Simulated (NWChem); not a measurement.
Molecule: SiIF₃; SMILES F[Si](F)(F)I

```xyz
5

F     -1.2030    -0.8797     1.7632
Si     0.0000     0.0000     1.1920
F      1.3634    -0.6020     1.7632
F     -0.1604     1.4817     1.7632
I      0.0000     0.0000    -1.1926
```
Atoms are numbered in this order, from 1.

Level: PBE0/def2-SVP with def2 effective core potentials on I (NWChem), optimised geometry, unscaled harmonic frequencies. def2 effective core potentials on I; no spin-orbit coupling.

Q: List the harmonic frequencies with IR intensities, and the thermochemistry.

A: 
| frequency (cm⁻¹) | IR intensity (km/mol) |
|---|---|
| 173 | 0.6 |
| 173 | 0.6 |
| 241 | 8.4 |
| 313 | 19.3 |
| 313 | 19.3 |
| 467 | 166.1 |
| 853 | 242.8 |
| 1006 | 154.9 |
| 1006 | 154.9 |

The zero-point energy is 6.5 kcal/mol and the thermal correction to the enthalpy at 298.15 K (with zero-point energy) comes out as 10.7 kcal/mol. The heat capacity Cv is 17.4 cal/(mol K) and the entropy at 298.15 K and 1 atm (symmetry number 3) comes out as 78.7 cal/(mol K).

Rigid rotor and harmonic oscillator.
